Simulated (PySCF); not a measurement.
dimethoxyethane (C4H10O2), SMILES COCCOC. Atoms are numbered in the order given.

```xyz
16

C      2.7164     0.0644    -0.4510
O      1.3929    -0.3752    -0.3316
C      0.7195     0.2240     0.7433
C     -0.7195    -0.2240     0.7433
O     -1.3929     0.3752    -0.3316
C     -2.7164    -0.0644    -0.4510
H      3.3144    -0.1623     0.4571
H      3.1685    -0.4567    -1.3070
H      2.7757     1.1579    -0.6303
H      1.1891    -0.0549     1.7130
H      0.7518     1.3323     0.6660
H     -1.1891     0.0549     1.7130
H     -0.7518    -1.3323     0.6660
H     -3.3144     0.1623     0.4571
H     -2.7757    -1.1579    -0.6303
H     -3.1685     0.4567    -1.3070
```
Charge 0, spin multiplicity 1.

Geometry: r2SCAN-D4/def2-SVP. The values are those of a single conformer.

Level of theory: CAM-B3LYP/def2-TZVP (PySCF).

Symmetry labels are those of the subgroup C2 that the program uses (full group C2).

Computed valence orbital energies around the gap with their symmetry:
```
orbital  symmetry  energy (eV)
-------  --------  -----------
HOMO−7          B       -13.50
HOMO−6          B       -12.52
HOMO−5          A       -12.11
HOMO−4          A       -11.60
HOMO−3          B       -10.65
HOMO−2          A       -10.47
HOMO−1          A        -9.02
HOMO            B        -8.71
LUMO            A         2.12
LUMO+1          B         2.35
LUMO+2          A         2.99
LUMO+3          B         3.58
```
